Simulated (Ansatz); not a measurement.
`C[N](C)[Zn][F]`. Total charge 0; spin multiplicity 1. All single points use the PBE0-D4/def2-TZVP geometry. It is one conformer, not always the lowest.

```xyz
11

C    -1.305   -0.203    0.152
N     0.055    0.213   -0.062
C     0.959   -0.896   -0.212
Zn    0.600    1.914    0.089
F     1.124    3.576    0.189
H    -1.417   -0.813    1.062
H    -1.673   -0.811   -0.690
H    -1.977    0.653    0.249
H     0.975   -1.545    0.678
H     1.984   -0.559   -0.388
H     0.674   -1.529   -1.067
```

Problem. What is the dipole moment at B3LYP/def2-TZVPP? (An estimate is asked.)

Solution. Computed: 2.50 D, with components (-0.74, -2.39, -0.04) D in this frame, pointing from negative to positive charge.

Problem. And with PBE, r2SCAN, ωB97M-V? (An estimate is asked.)

Solution. Computed: PBE 2.44 D, r2SCAN 2.48 D, ωB97M-V 2.41 D.

Problem. Give the Mulliken charges with B3LYP, ωB97M-V, r2SCAN in def2-TZVPP. (Estimate.)

Solution. Computed: 
```
atom  B3LYP  ωB97M-V  r2SCAN
  C1  -0.14    -0.20    0.00
  N2  -0.20    -0.25   -0.24
  C3  -0.14    -0.20    0.00
 Zn4   0.49     0.54    0.50
  F5  -0.48    -0.48   -0.47
  H6   0.08     0.10    0.04
  H7   0.08     0.10    0.04
  H8   0.08     0.09    0.03
  H9   0.08     0.10    0.04
 H10   0.08     0.09    0.03
 H11   0.08     0.10    0.04
```

B3LYP here is the variant with VWN-RPA as its local correlation; programs differ in this.
